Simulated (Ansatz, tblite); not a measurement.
Forces on the cluster Li2Br2 at its PBE0-D4/def2-TZVP geometry. The state is a singlet with charge 0.

The xTB rows come from tblite. B3LYP takes the VWN-RPA correlation. The structure comes from a short search, and lower isomers may exist.

GFN2-xTB (tblite), largest force 0.40 eV/Å:

```xyz
4
positions Å, forces eV/Å
Li    0.740   -0.335   -1.062    0.219   -0.099   -0.314
Li   -0.740    0.335    1.063   -0.219    0.099    0.314
Br    0.145   -1.805    0.670    0.020   -0.242    0.089
Br   -0.145    1.805   -0.670   -0.020    0.242   -0.090
```

r2SCAN-D4/def2-TZVP (Ansatz), largest force 0.08 eV/Å:

```
Li 0.043 -0.020 -0.062
Li -0.043 0.020 0.062
Br 0.006 -0.070 0.026
Br -0.006 0.070 -0.026
```

B3LYP-D4/def2-TZVP (Ansatz), largest force 0.07 eV/Å:

```
Li 0.015 -0.007 -0.021
Li -0.015 0.007 0.021
Br 0.006 -0.067 0.025
Br -0.005 0.067 -0.025
```
